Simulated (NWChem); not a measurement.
SiNH3F2; SMILES N[SiH](F)F

```xyz
7

Si     0.0146    -0.0114     0.3352
N      0.2430     1.5661    -0.2352
F     -1.4037    -0.5636    -0.1996
F      1.0815    -1.0840    -0.2370
H      0.0828    -0.0428     1.8084
H      0.1194     1.8278    -1.2060
H      0.7934     2.2402     0.2815
```
Atoms are numbered in this order, from 1.

Program: NWChem. All runs use the structure optimised with PBE0/def2-SVP.

Task: Among these, which level gives the highest value of “highest occupied level (eV)”?
A) PBE/STO-3G
B) PBE/pcseg-1
C) PBE/def2-SVP
D) PBE/pcseg-2

Result: A, PBE/STO-3G. Values: PBE/pcseg-2 -6.94; PBE/pcseg-1 -6.84; PBE/def2-SVP -6.52; PBE/STO-3G -2.11
